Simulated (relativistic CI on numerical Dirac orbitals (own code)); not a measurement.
Hf⁷⁰⁺: computed level list

Computed by Dirac-Coulomb-Breit CI, separate exchange-only KLI orbitals for each configuration, model QED, unscaled Slater integrals (own radial code, finite nucleus).

Configurations in the expansion: 1s2, 1s 2s, 1s 2p, 1s 3s, 1s 3p, 1s 3d, 1s 4s, 1s 4p, 1s 4d, 1s 4f, 1s 5s, 1s 5p, 1s 5d, 1s 5f, 1s 5g, 1s 6s, 1s 6p, 1s 6d, 2s2. Levels of other configurations are missing.

| No. | Configuration | Term | J | E (10³ cm⁻¹) | % | Next component (%) | jj configuration (%) |
| --- | --- | --- | --- | --- | --- | --- | --- |
| 1 | 1s2 | 1S | 0 | 0 | 100 |  | closed (100) |
| 2 | 1s 2s | 3S | 1 | 448271 | 100 |  | 1s 2s (100) |
| 3 | 1s 2p | 3P° | 1 | 449170 | 68 | 32 1P° | 1s 2p1/2 (100) |
| 4 | 1s 2s | 1S | 0 | 449434 | 100 |  | 1s 2s (100) |
| 5 | 1s 2p | 3P° | 0 | 449451 | 100 |  | 1s 2p1/2 (100) |
| 6 | 1s 2p | 3P° | 2 | 460393 | 100 |  | 1s 2p3/2 (100) |
| 7 | 1s 2p | 1P° | 1 | 460785 | 68 | 32 3P° | 1s 2p3/2 (100) |
| 8 | 1s 3s | 3S | 1 | 534821 | 100 |  | 1s 3s (100) |
| 9 | 1s 3p | 3P° | 1 | 535061 | 68 | 32 1P° | 1s 3p1/2 (100) |
| 10 | 1s 3s | 1S | 0 | 535131 | 100 |  | 1s 3s (100) |
| 11 | 1s 3p | 3P° | 0 | 535134 | 100 |  | 1s 3p1/2 (100) |
| 12 | 1s 3p | 3P° | 2 | 538402 | 100 |  | 1s 3p3/2 (100) |
| 13 | 1s 3d | 3D | 2 | 538480 | 60 | 40 1D | 1s 3d3/2 (100) |
| 14 | 1s 3d | 3D | 1 | 538511 | 100 |  | 1s 3d3/2 (100) |
| 15 | 1s 3p | 1P° | 1 | 538519 | 68 | 32 3P° | 1s 3p3/2 (100) |
| 16 | 1s 3d | 3D | 3 | 539445 | 100 |  | 1s 3d5/2 (100) |
| 17 | 1s 3d | 1D | 2 | 539468 | 60 | 40 3D | 1s 3d5/2 (100) |
| 18 | 1s 4s | 3S | 1 | 564524 | 100 |  | 1s 4s (100) |
| 19 | 1s 4p | 3P° | 1 | 564621 | 68 | 32 1P° | 1s 4p1/2 (100) |
| 20 | 1s 4s | 1S | 0 | 564649 | 100 |  | 1s 4s (100) |
| 21 | 1s 4p | 3P° | 0 | 564650 | 100 |  | 1s 4p1/2 (100) |
| 22 | 1s 4p | 3P° | 2 | 566020 | 100 |  | 1s 4p3/2 (100) |
| 23 | 1s 4d | 3D | 2 | 566053 | 60 | 40 1D | 1s 4d3/2 (100) |
| 24 | 1s 4d | 3D | 1 | 566066 | 100 |  | 1s 4d3/2 (100) |
| 25 | 1s 4p | 1P° | 1 | 566070 | 68 | 32 3P° | 1s 4p3/2 (100) |
| 26 | 1s 4d | 3D | 3 | 566463 | 100 |  | 1s 4d5/2 (100) |
| 27 | 1s 4f | 3F° | 3 | 566465 | 57 | 43 1F° | 1s 4f5/2 (100) |
| 28 | 1s 4f | 3F° | 2 | 566471 | 100 |  | 1s 4f5/2 (100) |
| 29 | 1s 4d | 1D | 2 | 566473 | 60 | 40 3D | 1s 4d5/2 (100) |
| 30 | 1s 4f | 3F° | 4 | 566663 | 100 |  | 1s 4f7/2 (100) |

Energies count from the lowest computed level; ° marks odd parity. Filled j subshells are mostly left out of the jj labels.

The mean weight of the leading LS term, summed over parents, in these 30 levels is 87 %, and that of the leading jj configuration (from the same eigenvectors) 100 %, so jj coupling describes them better and the LS labels are nominal.

At this charge energies of transitions that change n are usually good to better than 1 %, and those within a shell (Δn = 0) to a few per cent.

LS names give the leading component of a level, which can be under half, so a name can repeat, a term be missing and a line seem to break the LS rules.
